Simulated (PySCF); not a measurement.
WO₃ + HF → WF(OH) + O₂

Level: PBE0 in the def2-TZVP basis family, computed in PySCF with density fitting; scalar-relativistic core potentials for atoms from Rb on, none lighter, no spin–orbit coupling; open shells unrestricted.

```tsv
species	state and structure	E (Eh)	ZPE (kJ/mol)	H(298 K) − H(0) (kJ/mol)	S° (J/(mol K))
WO₃	singlet, C3v, W–O 1.716 Å (×3); O–W–O 107.5° (×3)	-292.69172	23.8	13.3	289.5
HF	singlet, C∞v, H–F 0.920 Å	-100.39188	24.9	8.7	173.6
WF(OH)	triplet, C∞v, O–H 0.955 Å, W–F 1.836 Å, W–O 1.807 Å; F–W–O 180.0°, H–O–W 180.0°	-242.66185	39.9	14.5	296.7
O₂	triplet, D∞h, O–O 1.193 Å	-150.23561	10.3	8.7	204.9
```

Q: What is the electronic reaction energy?

A: At PBE0/def2-TZVP, ΔE = 488.7 kJ/mol from the differences of the total energies times 2625.5, uphill. 

Q: Add zero-point, thermal and entropy terms for 298.15 K and 1 bar.

A: ΔZPE = 1.5 and Δ[H(298) − H(0)] = 1.2 kJ/mol give ΔH° = 491.4 kJ/mol. ΔS° = 38.5 J/(mol K), so ΔG° = 491.4 − 298.15 × (0.0385) = 480 kJ/mol.

Spin–orbit coupling can matter for WO₃, WF(OH) and is left out. Open d or f shells are single determinants, so the state found may not be the ground state. The structures come from searches over a few start shapes, so lower isomers are not excluded.
